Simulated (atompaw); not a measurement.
## Reading a pseudo-wave (beryllium)

Columns: radius, all-electron u(r) and pseudo u(r) of the 2s shell (level -5.61 eV) of beryllium in the configuration [He] 2s2 2p0; PBE, scalar-relativistic, PAW (atompaw) scheme, atompaw 4.2.0.5.

```json
{"r (bohr)": "0.115", "all-electron": "-0.2116", "pseudo": "0.0327"}
{"r (bohr)": "0.231", "all-electron": "-0.2519", "pseudo": "0.0658"}
{"r (bohr)": "0.346", "all-electron": "-0.2056", "pseudo": "0.0989"}
{"r (bohr)": "0.462", "all-electron": "-0.1180", "pseudo": "0.1326"}
{"r (bohr)": "0.577", "all-electron": "-0.0155", "pseudo": "0.1665"}
{"r (bohr)": "0.692", "all-electron": "0.0887", "pseudo": "0.2009"}
{"r (bohr)": "0.808", "all-electron": "0.1884", "pseudo": "0.2361"}
{"r (bohr)": "0.923", "all-electron": "0.2777", "pseudo": "0.2714"}
{"r (bohr)": "1.038", "all-electron": "0.3561", "pseudo": "0.3070"}
{"r (bohr)": "1.154", "all-electron": "0.4243", "pseudo": "0.3430"}
{"r (bohr)": "1.269", "all-electron": "0.4819", "pseudo": "0.3784"}
{"r (bohr)": "1.385", "all-electron": "0.5297", "pseudo": "0.4135"}
{"r (bohr)": "1.500", "all-electron": "0.5673", "pseudo": "0.4473"}
{"r (bohr)": "1.615", "all-electron": "0.5959", "pseudo": "0.4793"}
{"r (bohr)": "1.731", "all-electron": "0.6165", "pseudo": "0.5093"}
{"r (bohr)": "1.846", "all-electron": "0.6295", "pseudo": "0.5358"}
{"r (bohr)": "1.962", "all-electron": "0.6362", "pseudo": "0.5587"}
{"r (bohr)": "2.077", "all-electron": "0.6372", "pseudo": "0.5767"}
{"r (bohr)": "2.192", "all-electron": "0.6335", "pseudo": "0.5893"}
{"r (bohr)": "2.308", "all-electron": "0.6256", "pseudo": "0.5962"}
{"r (bohr)": "2.423", "all-electron": "0.6143", "pseudo": "0.5968"}
{"r (bohr)": "2.538", "all-electron": "0.6003", "pseudo": "0.5914"}
{"r (bohr)": "2.654", "all-electron": "0.5839", "pseudo": "0.5804"}
{"r (bohr)": "2.769", "all-electron": "0.5660", "pseudo": "0.5651"}
{"r (bohr)": "2.885", "all-electron": "0.5465", "pseudo": "0.5464"}
{"r (bohr)": "3.000", "all-electron": "0.5262", "pseudo": "0.5262"}
```

(1) How many radial nodes do the two functions have?

(2) Where does each function peak?

(3) Is the pseudo-wave norm-conserving?

Results:

(1) The all-electron 2s function has n − l − 1 = 1; the pseudo-wave has 0, since the states of the same l below it are removed with the core.

(2) Outermost all-electron maximum near 2.08 bohr, pseudo maximum near 2.42 bohr (to the table’s step).

(3) No, it belongs to a PAW set: the norm inside the radius is not constrained, and the difference is carried by the augmentation charge.
